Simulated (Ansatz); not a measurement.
Mulliken charges of CdClF (`[F][Cd][Cl]`) from PBE/def2-TZVPP in Ansatz (PBE0-D4/def2-TZVP geometry).

```
atom   x (Å)   y (Å)   z (Å)  charge (e)
  F1  -0.475   1.960  -0.054      -0.489
 Cd2  -0.028   0.083  -0.007       0.843
 Cl3   0.493  -2.107   0.048      -0.354
```

Task: By hand: the dipole of these point charges (1 e Å = 4.8032 D).

Result: Σ q r = (0.034, -0.143, 0.004) e Å, of length 0.147 e Å = 0.71 D.

Task: How does the dipole of the full density compare? (An estimate is asked.)

Result: Ansatz gave: (0.026, -0.109, 0.003) e Å, 0.54 D; the point charges give 1.31 times that, at 0° from its direction.

Point charges leave out the atoms' own dipoles, such as those of lone pairs, and Mulliken's split depends on the basis, so the two needn't agree.
